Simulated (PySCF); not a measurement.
# K: ionisation energy

K [Ar] 4s1 (2S) → K⁺ [Ar] (1S), as a difference of total energies. All numbers are calculated (PySCF 2.14, scalar relativity by spin-free X2C-1e, in x2c-TZVPPall (6s4p3d, 33 functions)). Correlated levels: valence and next inner shell: [Ne] frozen. The calculations carry no spin-orbit coupling.

```json
{"method": "UHF", "ionisation energy (eV)": "4.023"}
{"method": "MP2 (valence and next inner shell)", "ionisation energy (eV)": "4.255"}
{"method": "SCS-MP2 (valence and next inner shell)", "ionisation energy (eV)": "4.207"}
{"method": "CCSD (valence and next inner shell)", "ionisation energy (eV)": "4.253"}
{"method": "CCSD(T) (valence and next inner shell)", "ionisation energy (eV)": "4.264"}
{"method": "CCSDT (valence and next inner shell)", "ionisation energy (eV)": "4.265"}
```

Task: How much does correlation contribute at CCSD(T) (valence and next inner shell)?

Result: 4.264 − (4.023) = 0.241 eV, measured against UHF.

Errors of the correlated levels include the incompleteness of this basis and the frozen core.

For comparison: 4.341 eV (measured; NIST Atomic Spectra Database, ionization energies).
